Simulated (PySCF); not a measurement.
# Computed records: AlB₂H₃N, BH₃NOSi, B₂H₄N

Computed with PySCF 2.14.0. Calculation on a computer-drawn molecule: optimised geometry and harmonic frequencies of an isolated molecule of the commonest isotopes, restricted reference for singlets and unrestricted otherwise, frozen core in MP2.

(1) AlB₂H₃N

Start structure:
```xyz
7
AlB2H3N
B      0.3329     0.8458    -0.5788
B     -0.5399    -0.4540    -0.2057
N     -1.2414    -1.5584    -0.2149
Al    -2.0938    -3.0015     0.4701
H     -0.1563     1.9314    -0.5755
H      1.4798     0.8325    -0.7022
H     -2.4608    -3.8151     1.8398
```

Here we set charge 0, multiplicity 2, method HF and basis cc-pV(D+d)Z.

The calculation gives: rotational constants 127.7, 2.182, 2.179 GHz; total energy -347.4845 hartree; spin squared 0.7561; convergence status largest gradient component 2.928e-05 hartree/bohr.

Drawn bonds:
| atom | other atom | order |
| --- | --- | --- |
| 1 | 2 | 1 |
| 2 | 3 | 2 |
| 3 | 4 | 1 |
| 1 | 5 | 1 |
| 1 | 6 | 1 |
| 4 | 7 | 1 |

Optimised structure:
```xyz
7
AlB2H3N
B      0.3264     0.8572    -0.5420
B     -0.5618    -0.5439    -0.2063
N     -1.2170    -1.5800     0.0530
Al    -2.1689    -3.0612     0.2852
H     -0.2126     1.9244    -0.5881
H      1.5055     0.7990    -0.7371
H     -2.3512    -3.6148     1.7680
```

Modes:
| frequency (cm⁻¹) | reduced mass (dalton) |
| --- | --- |
| 92.24 | 5.301 |
| 105.7 | 4.57 |
| 129 | 1.041 |
| 331.3 | 2.958 |
| 342 | 5.059 |
| 532.2 | 4.987 |
| 661.7 | 1.233 |
| 824.3 | 1.614 |
| 893.8 | 6.931 |
| 1012 | 1.417 |
| 1278 | 1.163 |
| 1900 | 1.045 |
| 2051 | 11.61 |
| 2703 | 1.056 |
| 2781 | 1.126 |

(2) BH₃NOSi

Start structure:
```xyz
7
BH3NOSi
O     -1.9012    -0.8742     1.9025
B     -0.8657    -0.2223     1.7453
N      0.2852     0.5952     1.5223
Si     0.4671     2.2021     2.1580
H      0.9680     0.1426     0.9120
H      0.1727     2.1406     3.5870
H     -0.2652     3.1444     1.4379
```

It was run with charge 0, multiplicity 2, method HF and basis cc-pV(D+d)Z.

It finds rotational constants 31.63, 2.777, 2.58 GHz; total energy -444.7562 hartree; spin squared 0.7535; convergence status largest gradient component 7.957e-06 hartree/bohr.

Drawn bonds:
| atom | other atom | order |
| --- | --- | --- |
| 1 | 2 | 2 |
| 2 | 3 | 1 |
| 3 | 4 | 1 |
| 3 | 5 | 1 |
| 4 | 6 | 1 |
| 4 | 7 | 1 |

Optimised structure:
```xyz
7
BH3NOSi
O     -1.6002    -1.1842     2.1721
B     -0.8235    -0.3391     1.8364
N      0.0779     0.6440     1.4473
Si     0.5466     2.0793     2.3418
H      0.5562     0.4534     0.5844
H     -0.4211     2.2247     3.4490
H      0.5250     3.2502     1.4341
```

Modes:
| frequency (cm⁻¹) | reduced mass (dalton) |
| --- | --- |
| 97.97 | 1.289 |
| 165.1 | 5.908 |
| 367.9 | 1.21 |
| 536.6 | 5.509 |
| 567.5 | 9.447 |
| 682.2 | 1.901 |
| 835.1 | 1.747 |
| 856 | 1.36 |
| 981.5 | 1.055 |
| 1086 | 3.068 |
| 1360 | 1.535 |
| 2171 | 11.01 |
| 2291 | 1.041 |
| 2329 | 1.051 |
| 3790 | 1.074 |

(3) B₂H₄N

Start structure:
```xyz
7
B2H4N
B      1.3260     3.0595    -1.3405
N      1.3800     1.9649    -0.7885
B      1.4486     0.5817    -0.0907
H      1.2742     4.1100    -1.8704
H      2.6305     0.1887    -0.0403
H      0.7718    -0.2498    -0.7267
H      0.9999     0.6675     1.0690
```

Here we set charge -1, multiplicity 1, method MP2 and basis aug-cc-pVDZ.

The calculation gives: rotational constants 121.6, 7.992, 7.992 GHz; total energy -106.5571 hartree; convergence status largest gradient component 1.108e-05 hartree/bohr.

Drawn bonds:
| atom | other atom | order |
| --- | --- | --- |
| 1 | 2 | 2 |
| 2 | 3 | 1 |
| 1 | 4 | 1 |
| 3 | 5 | 1 |
| 3 | 6 | 1 |
| 3 | 7 | 1 |

Optimised structure:
```xyz
7
B2H4N
B      1.3248     3.0841    -1.3529
N      1.3808     1.9518    -0.7819
B      1.4496     0.5621    -0.0809
H      1.2726     4.1405    -1.8858
H      2.6315     0.1811    -0.0365
H      0.7717    -0.2575    -0.7235
H      1.0000     0.6603     1.0734
```

Modes:
| frequency (cm⁻¹) | reduced mass (dalton) |
| --- | --- |
| 251.5 | 2.921 |
| 251.7 | 2.925 |
| 631.3 | 1.335 |
| 631.7 | 1.335 |
| 729.4 | 4.631 |
| 928.3 | 1.336 |
| 928.4 | 1.336 |
| 1176 | 1.195 |
| 1178 | 1.059 |
| 1178 | 1.059 |
| 1783 | 5.526 |
| 2326 | 1.106 |
| 2326 | 1.106 |
| 2327 | 1.028 |
| 2818 | 1.179 |
